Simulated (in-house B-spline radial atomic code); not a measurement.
Response of P VI (P5+) as one setting changes: the share of exact exchange in a PBE hybrid. A dash marks a strongly mixed or unbound state. Computed with an all-electron radial atomic-structure program (B-spline basis): linear response of the closed shell [He] 2s2 2p6 with the functional's adiabatic kernel; non-relativistic, point nucleus, no spin-orbit coupling, no double excitations, S, P, D and F terms only. Only terms of natural parity with L up to 3 were computed.

| share of exact exchange in a PBE hybrid | lowest 1P (eV) | lowest 3P, Tamm-Dancoff (eV) | minus highest occupied level (eV) | α (bohr³) |
| --- | --- | --- | --- | --- |
| 0 | 2p → 3s 129.44 | 2p → 3s 128.30 | 199.82 | 0.1107 |
| 0.1 | 2p → 3s 130.45 | 2p → 3s 129.29 | 202.20 | 0.1101 |
| 0.2 | 2p → 3s 131.45 | 2p → 3s 130.27 | 204.58 | 0.1096 |
| 0.3 | 2p → 3s 132.46 | 2p → 3s 131.26 | 206.97 | 0.109 |
| 0.4 | ? | ? | ? | ? |
| 0.5 | ? | ? | ? | ? |
| 0.6 | 2p → 3s 135.44 | 2p → 3s 134.18 | 214.13 | 0.1075 |
| 0.7 | 2p → 3s 136.43 | 2p → 3s 135.15 | 216.52 | 0.107 |
| 0.8 | 2p → 3s 137.41 | 2p → 3s 136.11 | 218.91 | 0.1065 |
| 0.9 | 2p → 3s 138.39 | 2p → 3s 137.07 | 221.30 | 0.106 |
| 1 | 2p → 3s 139.36 | 2p → 3s 138.03 | 223.70 | 0.1055 |

What belongs in the row for 0.5?

lowest 1P (eV): 2p → 3s 134.45; lowest 3P, Tamm-Dancoff (eV): 2p → 3s 133.21; minus highest occupied level (eV): 211.74; α (bohr³): 0.108.

What belongs in the row for 0.4?

lowest 1P (eV): 2p → 3s 133.45; lowest 3P, Tamm-Dancoff (eV): 2p → 3s 132.23; minus highest occupied level (eV): 209.35; α (bohr³): 0.1085.
